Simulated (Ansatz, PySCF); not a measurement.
BH4N, SMILES BN (connectivity only; charge and spin as stated), charge +1, multiplicity 2. Atoms are numbered in the order given.

```xyz
6

B      0.0000    -0.0001    -0.8372
N      0.0000     0.0001     0.6137
H     -0.6431     0.8391    -1.4036
H      0.6432    -0.8393    -1.4035
H     -0.6804    -0.5222     1.1748
H      0.6802     0.5224     1.1748
```
Charge +1, spin multiplicity 2.

The structure is a stationary point at ωB97X-D3(BJ)/def2-TZVP. The multiplicity is an assumed one; other spin states were not compared.

Two levels are set side by side: PBE-D3(BJ)/def2-TZVP (Ansatz, a first-principles code) and ωB97X-D3(BJ)/def2-TZVP (PySCF). Each level has its own optimised geometry; the coordinates shown are those of the second. Differences are taken from unrounded values.

```csv
quantity,ωB97X-D3(BJ)
mean bond length (Å),1.180
bond B1–N2 (Å),1.451
bond B1–H3 (Å),1.199
bond B1–H4 (Å),1.199
bond N2–H5 (Å),1.025
bond N2–H6 (Å),1.025
```

Task: What does PBE-D3(BJ) give, and how far is it from ωB97X-D3(BJ)? (Estimate from the structure and the level; the computed values follow.)

Result: 
```json
[
 {"quantity": "mean bond length (Å)", "PBE-D3(BJ)": "1.185", "PBE-D3(BJ) minus ωB97X-D3(BJ)": "0.005"},
 {"quantity": "bond B1–N2 (Å)", "PBE-D3(BJ)": "1.424", "PBE-D3(BJ) minus ωB97X-D3(BJ)": "-0.027"},
 {"quantity": "bond B1–H3 (Å)", "PBE-D3(BJ)": "1.219", "PBE-D3(BJ) minus ωB97X-D3(BJ)": "0.019"},
 {"quantity": "bond B1–H4 (Å)", "PBE-D3(BJ)": "1.219", "PBE-D3(BJ) minus ωB97X-D3(BJ)": "0.019"},
 {"quantity": "bond N2–H5 (Å)", "PBE-D3(BJ)": "1.031", "PBE-D3(BJ) minus ωB97X-D3(BJ)": "0.006"},
 {"quantity": "bond N2–H6 (Å)", "PBE-D3(BJ)": "1.031", "PBE-D3(BJ) minus ωB97X-D3(BJ)": "0.006"}
]
```

GGA bonds tend to be longer and softer than those of functionals with exact exchange. Differences between two approximate levels are no errors against the true value.
